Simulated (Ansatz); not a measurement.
Harmonic frequencies (cm⁻¹) at PBE0-D4/def2-TZVP from Ansatz: 31, 198, 274, 677, 791, 1111.

Which molecule is it?
A. `O=BO`
B. `[O]=[Ti]([Cl])[Cl]`
C. `[O]=[Al][OH]`
D. `[O]=[Ti]([F])[F]`

D.
